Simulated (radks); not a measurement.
Values are calculated unless marked as measured or tabulated.
Task: These are the eigenvalues of the occupied orbitals of an atom or ion with whole-number occupations (eV). Code: a radial shooting solver on a logarithmic mesh with Libxc functionals. Model: Dirac Kohn-Sham, PBE, spin-unpolarised, spherical densities, finite nucleus; Fermi nuclear charge, rms radius of each element as measured or else 0.836 A^(1/3) + 0.57 fm.

| orbital | eigenvalue |
|---|---|
| 1s1/2 | -19975.84 |
| 2s1/2 | -2959.447 |
| 2p1/2 | -2735.834 |
| 2p3/2 | -2629.205 |
| 3s1/2 | -633.5883 |
| 3p1/2 | -548.4379 |
| 3p3/2 | -530.7280 |
| 3d3/2 | -380.4019 |
| 3d5/2 | -377.0228 |
| 4s1/2 | -204.9965 |
| 4p1/2 | -177.9881 |
| 4p3/2 | -174.6011 |

Which element is it, and in what charge state? The configuration may be excited. Open shells, if any, fill j = l - 1/2 first.

Result: Z = 42, molybdenum, charge +9: Mo9+ in [Ar] 3d10 4s2 4p3. The list shows which subshells hold electrons but not how many an open one holds; the 1s level, -734.1 hartree, gives Z - s = 38.3 by -(Z - s)^2/2, which with screening and relativity narrows Z to a few neighbours, and the depths of the outer levels then fix element, charge and occupations together.
